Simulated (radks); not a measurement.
The numbers below are computed, except where a source is named.
Ni II, configuration [Ar] 3d9. Level of theory: Dirac Kohn-Sham, LDA (Slater exchange, VWN5 correlation), spin-unpolarised, spherical densities, point nucleus; open shells fill j = l - 1/2 first (a radial shooting solver on a logarithmic mesh with Libxc functionals).

X-ray form factor f0, the Fourier transform of the density (f0(0) = 27):

sin(theta)/lambda (1/angstrom),f0 (electrons)
0.05,26.632
0.1,25.611
0.15,24.131
0.2,22.405
0.25,20.598
0.3,18.819
0.4,15.582
0.5,12.935
0.6,10.900
0.8,8.319
1,6.959
1.25,5.938
1.5,5.115
2,3.632
